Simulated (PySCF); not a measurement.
Can point charges reproduce the dipole moment of `C1CC[SiH2]C1`?

Coordinates (PBE0-D3(BJ)/def2-SVP, Å) and charges (e) from the PBE0/pcSseg-1 density (PySCF):

```json
{"atom": "C1", "x": "0.433", "y": "-0.752", "z": "0.975", "Mulliken": "-0.2383", "IAO": "-0.2461", "Hirshfeld": "-0.0675", "ESP-fitted": "+0.0356"}
{"atom": "C2", "x": "-0.777", "y": "-1.047", "z": "0.083", "Mulliken": "-0.2392", "IAO": "-0.2461", "Hirshfeld": "-0.0675", "ESP-fitted": "+0.0221"}
{"atom": "C3", "x": "-1.323", "y": "0.280", "z": "-0.467", "Mulliken": "-0.5324", "IAO": "-0.5395", "Hirshfeld": "-0.1597", "ESP-fitted": "-0.2395"}
{"atom": "Si4", "x": "0.248", "y": "1.305", "z": "-0.777", "Mulliken": "+0.6443", "IAO": "+0.7270", "Hirshfeld": "+0.3332", "ESP-fitted": "+0.4050"}
{"atom": "C5", "x": "1.404", "y": "0.159", "z": "0.207", "Mulliken": "-0.5328", "IAO": "-0.5396", "Hirshfeld": "-0.1597", "ESP-fitted": "-0.2392"}
{"atom": "H6", "x": "0.919", "y": "-1.682", "z": "1.314", "Mulliken": "+0.1276", "IAO": "+0.1343", "Hirshfeld": "+0.0374", "ESP-fitted": "-0.0078"}
{"atom": "H7", "x": "0.085", "y": "-0.233", "z": "1.887", "Mulliken": "+0.1196", "IAO": "+0.1246", "Hirshfeld": "+0.0350", "ESP-fitted": "+0.0211"}
{"atom": "H8", "x": "-1.548", "y": "-1.617", "z": "0.628", "Mulliken": "+0.1277", "IAO": "+0.1343", "Hirshfeld": "+0.0374", "ESP-fitted": "-0.0037"}
{"atom": "H9", "x": "-0.454", "y": "-1.689", "z": "-0.756", "Mulliken": "+0.1197", "IAO": "+0.1246", "Hirshfeld": "+0.0351", "ESP-fitted": "+0.0237"}
{"atom": "H10", "x": "-1.936", "y": "0.789", "z": "0.296", "Mulliken": "+0.1446", "IAO": "+0.1416", "Hirshfeld": "+0.0360", "ESP-fitted": "+0.0653"}
{"atom": "H11", "x": "-1.961", "y": "0.146", "z": "-1.353", "Mulliken": "+0.1456", "IAO": "+0.1465", "Hirshfeld": "+0.0379", "ESP-fitted": "+0.0554"}
{"atom": "H12", "x": "0.162", "y": "2.693", "z": "-0.224", "Mulliken": "-0.0884", "IAO": "-0.1249", "Hirshfeld": "-0.0857", "ESP-fitted": "-0.1281"}
{"atom": "H13", "x": "0.623", "y": "1.411", "z": "-2.223", "Mulliken": "-0.0883", "IAO": "-0.1250", "Hirshfeld": "-0.0858", "ESP-fitted": "-0.1290"}
{"atom": "H14", "x": "2.008", "y": "-0.433", "z": "-0.501", "Mulliken": "+0.1447", "IAO": "+0.1417", "Hirshfeld": "+0.0360", "ESP-fitted": "+0.0657"}
{"atom": "H15", "x": "2.110", "y": "0.685", "z": "0.868", "Mulliken": "+0.1456", "IAO": "+0.1465", "Hirshfeld": "+0.0378", "ESP-fitted": "+0.0534"}
```

Task: Compute μ = Σ q r for each scheme (1 e·Å = 4.803 D) and compare with the dipole of the full density.

Result: The full density gives (-0.11, -0.55, 0.33) D, 0.65 D in size; dipole vectors point from the negative to the positive end.

```
    scheme     μx     μy     μz  size (D)  share of the full size (%)  angle to the full dipole (°)
  Mulliken   0.18   0.93  -0.56      1.10                         170                           180
       IAO   0.12   0.63  -0.37      0.74                         114                           180
 Hirshfeld  -0.01  -0.06   0.04      0.07                          11                             1
ESP-fitted  -0.11  -0.54   0.32      0.64                          98                             0
```

Task: Which set comes closest?

Result: Length of the difference vector: ESP-fitted 0.01 D, Hirshfeld 0.58 D, IAO 1.39 D, Mulliken 1.75 D. Closest: ESP-fitted. 

Task: What is left for the Hirshfeld atoms' own dipoles?

Result: The shares of the density sum to the whole, so what Σ q r misses lies in dipoles about the nuclei. The atomic dipoles sum to (-0.11, -0.55, 0.33) − (-0.01, -0.06, 0.04) = (-0.10, -0.49, 0.29) D, 0.58 D in size.

Task: With the origin at the mean of the coordinates, (-0.001, 0.001, -0.003) Å, which are the largest single terms, by size, of the IAO dipole along the direction of the full one?

Result: Si4 -5.37, H13 +1.45, H12 +1.45, C1 -1.25, H8 +1.25 D; all 15 atoms together -0.74 D. The single terms depend on the origin, their sum doesn't.

Task: Give the size of the full dipole in other units.

Result: 0.65 D = 0.255 au = 0.135 e·Å = 2.16 × 10⁻³⁰ C·m.

The structure is a single PBE0-D3(BJ)/def2-SVP conformer in the gas phase; no vibrational or solvent corrections.

The run behind these numbers computed NMR shieldings as well. On one thread, Arm Neoverse V2 (aarch64), no GPU (shared host), this took 17 s (with the writing of density and orbital grids) and 0.78 GiB of memory at its peak.
